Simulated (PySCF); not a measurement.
Isomers of CH6Si3. All species are isolated molecules in the gas phase. Strings in code marks are SMILES.

The LUMO from two functionals at the same geometries (PBE0-D3(BJ)/def2-TZVP), both in PySCF: PBE-D3(BJ)/def2-TZVP and PBE0-D3(BJ)/def2-TZVP. 

| species | PBE-D3(BJ)/def2-TZVP (eV) |
|---|---|
| `C1=[SiH][SiH2][SiH2]1` | -2.55 |
| `[SiH2]1[SiH2][Si]1=C` | -3.14 |
| `C[Si]1[SiH2][SiH]=1` | -2.08 |
| `[SiH2]1C(=[SiH2])[SiH2]1` | -2.88 |

Problem. What does PBE0-D3(BJ)/def2-TZVP give for each?

Solution. 
- `C1=[SiH][SiH2][SiH2]1`: -1.73
- `[SiH2]1[SiH2][Si]1=C`: -2.40
- `C[Si]1[SiH2][SiH]=1`: -1.34
- `[SiH2]1C(=[SiH2])[SiH2]1`: -2.11
Over these rows, drawn at random from the members with no instability flagged (it was tested for open shells, ions and some series alone), PBE minus PBE0-D3(BJ): mean -0.77 eV, from -0.81 eV to -0.74 eV.
